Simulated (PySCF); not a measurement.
# Correlation energy of I (iodine, neutral)

[Kr] 4d10 5s2 5p5, 2P determinant. Computed with PySCF 2.14 in aug-cc-pVDZ-PP with ECP28MDF, with a scalar-relativistic core potential. Frozen: 4s2 4p6 4d10; 7 electrons correlated.

| level | correlation energy (mhartree) |
| --- | --- |
| CCSD | -95.35 |
| (T) | -1.51 |
| CCSD(T) | -96.86 |
| CCSDT | -97.13 |

Diagnostics: T1 = 0.0075, D1 = 0.0205, largest double amplitude 0.040.

Cost of the coupled-cluster step: of the order of 0.5 core-seconds, for 7 correlated electrons.
